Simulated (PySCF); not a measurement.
Potential energy curve for K2, singlet. Each curve is given relative to its own lowest point near equilibrium.

```json
[
 {"R / Å": "3.02", "A": "15.8", "B": "16.8", "C": "18.1", "D": "18.2"},
 {"R / Å": "3.18", "A": "10.4", "B": "11.0", "C": "10.4", "D": "12.3"},
 {"R / Å": "3.38", "A": "5.5", "B": "5.8", "C": "5.5", "D": "6.9"},
 {"R / Å": "3.65", "A": "1.6", "B": "1.6", "C": "1.7", "D": "2.3"},
 {"R / Å": "3.75", "A": "0.8", "B": "0.7", "C": "0.9", "D": "1.3"},
 {"R / Å": "3.91", "A": "0.1", "B": "0.1", "C": "0.2", "D": "0.3"},
 {"R / Å": "4.01", "A": "0.0", "B": "0.0", "C": "0.0", "D": "0.0"},
 {"R / Å": "4.14", "A": "0.2", "B": "0.3", "C": "0.0", "D": "0.0"},
 {"R / Å": "4.23", "A": "0.5", "B": "0.7", "C": "0.1", "D": "0.2"},
 {"R / Å": "4.44", "A": "1.6", "B": "2.1", "C": "0.7", "D": "1.0"},
 {"R / Å": "4.60", "A": "2.8", "B": "3.7", "C": "1.3", "D": "2.0"},
 {"R / Å": "4.96", "A": "6.1", "B": "7.9", "C": "2.9", "D": "5.0"},
 {"R / Å": "5.45", "A": "10.9", "B": "14.7", "C": "4.9", "D": "9.9"},
 {"R / Å": "6.07", "A": "16.3", "B": "23.4", "C": "6.7", "D": "16.0"},
 {"R / Å": "6.69", "A": "20.3", "B": "31.6", "C": "7.8", "D": "21.4"},
 {"R / Å": "7.28", "A": "22.7", "B": "38.6", "C": "8.4", "D": "25.6"},
 {"R / Å": "8.04", "A": "24.6", "B": "46.2", "C": "8.8", "D": "29.8"},
 {"R / Å": "8.83", "A": "25.6", "B": "52.5", "C": "9.0", "D": "32.7"},
 {"R / Å": "9.76", "A": "26.2", "B": "58.1", "C": "9.0", "D": "34.7"},
 {"R / Å": "10.87", "A": "26.5", "B": "62.8", "C": "9.1", "D": "36.0"},
 {"R / Å": "11.90", "A": "26.7", "B": "65.9", "C": "9.1", "D": "36.6"}
]
```

Energies in mEh.

Task: Which curve belongs to which method? The methods are CCSD on RHF/def2-TZVP, 10 core orbitals frozen (PySCF); restricted TPSSh/def2-TZVP (PySCF); PySCF with restricted wB97X-V/def2-TZVP; PySCF with MP2 on UHF/def2-TZVP, 10 core orbitals frozen.

Result: A is RCCSD; B is RKS-wB97X-V; C is UMP2; D is RKS-TPSSh.

The unrestricted determinant behind UMP2 is spin-contaminated at 3.02 to 11.90 Å (<S²> up to 1.0, against 0.00 for a pure singlet). The restricted form behind RKS-wB97X-V, RKS-TPSSh keeps the bonding electrons paired and can't separate into open-shell fragments. The T1 diagnostic of CCSD on the restricted reference of RCCSD exceeds 0.045 at 8.83 to 11.90 Å.
